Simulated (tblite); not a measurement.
C5H2ClF2O (charge -1).
SMILES with atom numbers: `[CH:1]#[C:2][C:3]([F:4])([F:5])/[C:6]([O-:7])=[CH:8]\[Cl:9]` (hydrogens: H10 on C1; H11 on C8)

Cartesian coordinates in Å at the GFN2-xTB level; atoms count from 1:
```xyz
11
C5H2ClF2O angstrom
C      1.6053   -0.6828   -1.5869
C      1.0764   -0.6179   -0.5134
C      0.4430   -0.4541    0.7806
F      1.4071   -0.3423    1.7510
F     -0.2394   -1.6021    1.1349
C     -0.4923    0.8124    0.7911
O     -0.1975    1.7370    1.5793
C     -1.5239    0.8016   -0.0873
Cl    -1.8664   -0.5109   -1.1880
H      2.0345   -0.7376   -2.5424
H     -2.2414    1.5994   -0.1448
```

Structure optimised with GFN2-xTB, isolated species.

Take the most abundant isotopes and a rigid rotor. The values belong to one conformer with, in the numbering `[CH:1]#[C:2][C:3]([F:4])([F:5])/[C:6]([O-:7])=[CH:8]\[Cl:9]`, C2–C3–C6–O7 -117°.

(1) What are A, B and C (cm⁻¹)?

(2) What kind of rotor is it?

(3) What does the inertial defect say?

(4) List the rotational levels J(Ka,Kc) to J = 5 (MHz).

(5) Estimate the classical rotational partition function at 10 K, 298.15 K and 500 K.

## Answers

(1) Ia = 285.36, Ib = 401.06, Ic = 507.88 u·Å²; 505379 MHz·u·Å²/I gives 1771, 1260 and 995.1 MHz, that is A = 0.05907, B = 0.04203, C = 0.03319 cm⁻¹.

(2) An asymmetric top: κ = (2 × 1260 − 1771 − 995.1)/(1771 − 995.1) = -0.32.

(3) Not planar: Δ = Ic − Ia − Ib = -178.55 u·Å². For a rigid frame Δ = −2 Σ m c², so Σ m c² = 89.27 u·Å² lies off the ab plane: 4.05 from hydrogen and 85.22 from heavier atoms. The atom farthest from that plane is 1.88 Å away.

(4) Above 0(0,0):
J = 1: 1(0,1) 2255, 1(1,1) 2766, 1(1,0) 3031
J = 2: 2(0,2) 6686, 2(1,2) 7011, 2(1,1) 7807, 2(2,1) 9339, 2(2,0) 9419
J = 3: 3(0,3) 13172, 3(1,3) 13335, 3(1,2) 14910, 3(2,2) 16105, 3(2,1) 16464, 3(3,1) 19366, 3(3,0) 19382
J = 4: 4(0,4) 21635, 4(1,4) 21704, 4(1,3) 24250, 4(2,3) 25062, 4(2,2) 25977, 4(3,2) 28509, 4(3,1) 28613, 4(4,1) 32910, 4(4,0) 32912
J = 5: 5(0,5) 32064, 5(1,5) 32089, 5(1,4) 35696, 5(2,4) 36163, 5(2,3) 37905, 5(3,3) 39935, 5(3,2) 40304, 5(4,2) 44361, 5(4,1) 44383, 5(5,1) 49991, 5(5,0) 49991

(5) Point group C1, symmetry number σ = 1; q = (√π/σ)·√((kT/h)³/(ABC)), k/h = 20836.6 MHz/K: 3580 at 10 K, 582000 at 298.15 K, 1260000 at 500 K.

Its GFN2-xTB frequencies are all real (lowest 54 cm⁻¹). Constants of a rigid frame at the computed geometry: no zero-point averaging, no centrifugal distortion.
